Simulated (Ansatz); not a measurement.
Breaking the Al1–H2 bond in AlH3O2 (SMILES [OH][AlH][OH]) (multiplicity 1 held, fragments rigid). Energies count from the point at 1.565 Å.
Geometry at that point (charge 0, multiplicity 1):
```xyz
6

Al    -0.3508    -0.2253    -0.1869
H     -1.5469    -1.0138    -0.8163
O     -0.1288     1.3919    -0.6342
H      0.5760     1.9477    -0.2982
O      0.7340    -0.9151     0.9228
H      0.6904    -1.8192     1.2355
```

Restricted levels (R-, RO-) in cc, def2 and unpolarised 6-31G sets keep to the state of the molecule at rest. U- levels take the lowest unrestricted solution at each point, which mixes spins at long bonds. Active spaces are followed from a long bond inwards. Levels need not reach the same state.

Correlated levels freeze the cores.

Programs: Ansatz (a quantum-chemistry and plane-wave program). Each number belongs to the level named beside it.

Energies in eV.

```csv
R (Å),R-HF/cc-pV(D+d)Z,R-MP2/cc-pV(D+d)Z,U-CCSD/cc-pV(D+d)Z,"FIC-NEVPT4(SD) on CASSCF(2,2)/cc-pV(D+d)Z","FIC-MRCISD on CASSCF(2,2)/cc-pV(D+d)Z","FIC-MRCISD+Q on CASSCF(2,2)/cc-pV(D+d)Z"
1.252,1.14,1.13,1.13,1.13,1.14,1.13
1.408,0.23,0.23,0.23,0.23,0.23,0.23
1.565,0.00,0.00,0.00,0.00,0.00,0.00
1.721,0.15,0.14,0.14,0.13,0.13,0.13
1.878,0.51,0.48,0.47,0.45,0.44,0.46
2.112,1.23,1.16,1.11,1.08,1.07,1.09
2.347,2.00,1.89,1.78,1.73,1.71,1.75
2.738,3.23,2.99,2.75,2.63,2.60,2.65
3.130,4.28,3.87,3.38,3.21,3.18,3.24
3.599,5.30,4.60,3.68,3.56,3.52,3.59
4.225,6.31,5.09,3.76,3.71,3.67,3.74
5.007,7.14,5.06,3.77,3.75,3.71,3.77
```

Doubts at one or more of the structures used: a restricted determinant that unrestricted orbitals would lower (R-HF/cc-pV(D+d)Z, R-MP2/cc-pV(D+d)Z); a spin-contaminated determinant (U-CCSD/cc-pV(D+d)Z); T1 above 0.05 (U-CCSD/cc-pV(D+d)Z).
